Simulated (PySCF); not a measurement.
CH3OS, SMILES C[S]=O, multiplicity 2. The structure is a stationary point at r2SCAN-D4/def2-TZVP. The isomer is the one that the SMILES or the coordinates give; other isomers of the formula were not compared.

Level of theory: r2SCAN-D4/def2-TZVP run with PySCF 2.14.0.

Harmonic wavenumbers (cm⁻¹): 149, 335, 669, 874, 938, 1085, 1303, 1435, 1450, 3032, 3134, 3138. Rotational constants (GHz): 27.61, 8.412, 6.723; symmetry number 1.

**Question.** Work out the zero-point energy and the ideal-gas rigid-rotor harmonic-oscillator thermochemistry at 298.15 K and 1 atm.

**Answer.** ZPE = ½ Σ hcν = ½ × 17542 cm⁻¹ = 104.92 kJ/mol. H − E(el) = 118.27 kJ/mol. Entropy in J/(mol K): translation 160.44, rotation 95.59, vibration 19.53, spin 5.76, total 281.33. G − E(el) = 34.39 kJ/mol. Cp = 58.40 J/(mol K). Modes under 150 cm⁻¹ make the vibrational entropy uncertain.
